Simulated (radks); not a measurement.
The numbers below are computed, except where a source is named.
Initial-state core-level shifts of the nickel ion Ni3+ when its valence configuration changes from [Ar] 3d7. Level of theory: Dirac Kohn-Sham, PBE, spin-unpolarised, spherical densities, finite nucleus; open shells fill j = l - 1/2 first; Fermi nuclear charge, rms radius 3.7757 fm (a radial shooting solver on a logarithmic mesh with Libxc functionals). Shifts are changes of the shell-averaged eigenvalues in eV (positive: less bound); the change of the density at the nucleus, which sets a Mossbauer isomer shift, is in e/bohr^3, on a base of 1.96e+04.

3d6 4p1: 1s -10.772; 2s -11.910; 3s -10.032; 3p -9.779; density at nucleus +3.754
3d6 4s1: 1s -9.522; 2s -10.682; 3s -8.774; 3p -8.531; density at nucleus +19.998
3d5 4s1 4p1: 1s -21.322; 2s -23.807; 3s -19.364; 3p -18.855; density at nucleus +26.476
3d6.5 4p0.5: 1s -5.261; 2s -5.803; 3s -4.945; 3p -4.821; density at nucleus +1.762
3d4 4s1 4p2: 1s -33.983; 2s -37.984; 3s -30.291; 3p -29.517; density at nucleus +33.940
3d5 4s2: 1s -20.133; 2s -22.625; 3s -18.167; 3p -17.669; density at nucleus +44.128
3d5 4p2: 1s -22.486; 2s -24.966; 3s -20.538; 3p -20.018; density at nucleus +8.424
3d3 4p4: 1s -48.767; 2s -54.435; 3s -42.682; 3p -41.641; density at nucleus +20.259
3d6.5 4s0.5: 1s -4.619; 2s -5.177; 3s -4.299; 3p -4.181; density at nucleus +9.497
